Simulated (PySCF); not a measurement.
PBE0 on Sc⁻ (scandium, charge -1), [Ar] 3d2 4s2, high-spin 3F determinant. Computed with PySCF 2.14 in aug-cc-pVTZ-DK, with scalar relativity by spin-free X2C-1e.

```
cycle= 1 E= -763.991193201297  delta_E= -0.0135  |g|= 0.0182  |ddm|= 3.04
cycle= 2 E= -763.992639550639  delta_E= -0.00145  |g|= 0.0503  |ddm|= 0.501
cycle= 3 E= -763.993996047083  delta_E= -0.00136  |g|= 0.0229  |ddm|= 0.15
cycle= 4 E= -763.994946048627  delta_E= -0.00095  |g|= 0.00824  |ddm|= 0.355
cycle= 5 E= -763.995063756628  delta_E= -0.000118  |g|= 0.000897  |ddm|= 0.0899
cycle= 6 E= -763.995071899243  delta_E= -8.14e-06  |g|= 0.00173  |ddm|= 0.0381
cycle= 7 E= -763.995075082328  delta_E= -3.18e-06  |g|= 9.73e-05  |ddm|= 0.00664
cycle= 8 E= -763.995075099321  delta_E= -1.7e-08  |g|= 3.7e-05  |ddm|= 0.00226
cycle= 9 E= -763.99507510076  delta_E= -1.44e-09  |g|= 3.92e-06  |ddm|= 0.000518
cycle= 10 E= -763.995075100788  delta_E= -2.83e-11  |g|= 5.87e-07  |ddm|= 6.8e-05
converged SCF energy = -763.995075100788  <S^2> = 2.0112528  2S+1 = 3.0074925
```

Highest occupied orbital energy: 1.327 eV; ⟨L²⟩ = 12.02; populations by l: s 8.00, p 12.00, d 2.00, f 0.00.

Task: Can this result be used?

Result: With care. The run converged. The configuration of this anion was assumed by filling the next shell in order. It is not the known or likely ground configuration (Ca⁻, Sr⁻ and Ba⁻, for instance, bind a p electron), so these values are not the electron affinity of the element. At PBE0 the highest occupied level has a positive energy, so only the finite basis holds that electron.
